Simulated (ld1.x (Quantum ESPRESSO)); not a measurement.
# Which change was made? (Pb, RRKJ)

```
Element                 : Pb (Z = 82)
Generator               : ld1.x (Quantum ESPRESSO) 7.5
Type                    : norm-conserving RRKJ (Kleinman–Bylander form)
Functional              : PBE
Relativity              : scalar-relativistic
Frozen core             : [Xe] 4f14
Valence charge          : 14
Reference configuration : 5d10 6s1.75 6p2.25
Partial waves           : 6p (bound): rc 2.20 bohr; 5d (bound): rc 1.60 bohr; 6s (bound): rc 1.90 bohr
Local potential         : the s channel
Core correction         : Bessel-smoothed model core inside 1.25 bohr
```

Cutoffs, loose and tight: the cutoffs (Ry, on a coarse ladder) from which the occupation-weighted sum of valence levels, in a spherical-Bessel basis at the reference potential, stays within 10 and 1 mRy of its value at 400 Ry. They do not see the model core or the augmentation charge, which bear on the density cutoff. Test errors are all-electron minus pseudo excitation energies from the reference, over the configurations 5d10 6s2 6p2; 5d10 6s2 6p1; 5d10 6s2 6p0; 5d9 6s2 6p2; 5d10 6s0 6p4; 5d10 6s1 6p3; 5d10 6s0 6p0; variants that change the core or the reference have their own tests.

The base gives: outcome: generated; cutoff, loose: 50 Ry; cutoff, tight: 60 Ry; bound ghosts: none; largest test error (meV): -157.

After one change the result is: outcome: generated; cutoff, loose: 35 Ry; cutoff, tight: 50 Ry; bound ghosts: none; largest test error (meV): -213. Which change was it?
A. wave 5d (bound): rc 1.60 bohr becomes 5d (bound): rc 1.10 bohr
B. wave 5d (bound): rc 1.60 bohr becomes 5d (bound): rc 2.02 bohr
C. wave 5d (bound): rc 1.60 bohr becomes 5d (bound): rc 2.38 bohr
D. wave 5d (bound): rc 1.60 bohr becomes 5d (bound): rc 1.44 bohr

C. The others give: wave 5d (bound): rc 1.60 bohr becomes 5d (bound): rc 1.44 bohr → outcome: generated; cutoff, loose: 80 Ry; cutoff, tight: 120 Ry; bound ghosts: none; largest test error (meV): -158 | wave 5d (bound): rc 1.60 bohr becomes 5d (bound): rc 1.10 bohr → outcome: generated; cutoff, loose: 140 Ry; cutoff, tight: 230 Ry; bound ghosts: none; largest test error (meV): -159 | wave 5d (bound): rc 1.60 bohr becomes 5d (bound): rc 2.02 bohr → outcome: generated; cutoff, loose: 40 Ry; cutoff, tight: 55 Ry; bound ghosts: none; largest test error (meV): -117.
